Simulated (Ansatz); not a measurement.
Reaction (formal exchange of groups at the Se–Si bond): `C[SiH](F)[SeH]` + CH₃NH₂ → `NC[SeH]` + `C[SiH2]F`

Computed with Ansatz on PBE0-D4/def2-TZVP structures; ΔE is electronic, products minus reactants. CBS: MP2 limit from def2 TZ/QZ plus the TZ coupled-cluster correction, frozen cores. For Se outer-core shells are correlated without core-valence functions, which leaves a few kJ/mol of doubt a bond. Scalar relativity is left out up to krypton. Each species was taken in one conformer, which may not be the lowest.

```tsv
species	CCSD(T)/CBS(def2) energy (Eh)
`C[SiH](F)[SeH]`	-2830.74610
CH₃NH₂	-95.75281
`NC[SeH]`	-2496.45127
`C[SiH2]F`	-430.00374
```

Task: Work out ΔE.

Result: ΔE = (-2496.45127) + (-430.00374) − (-2830.74610) − (-95.75281) = 0.04390 Eh = +1.19 eV.

Largest T1 diagnostic among the species: 0.010.

Leaving LDA and LC-ωPBE aside and taking each functional with its dispersion term where it has one, the values, not all of them listed here, spread over 0.11 eV, from BLYP-D4 to r2SCAN0-D4. From BLYP to BHLYP (50 % exact exchange), in def2-TZVPP and without D4, ΔE moves by +0.07 eV. At CCSD(T), def2-SVP lies −0.05 eV from the extrapolated value and def2-TZVPP −0.05 eV.
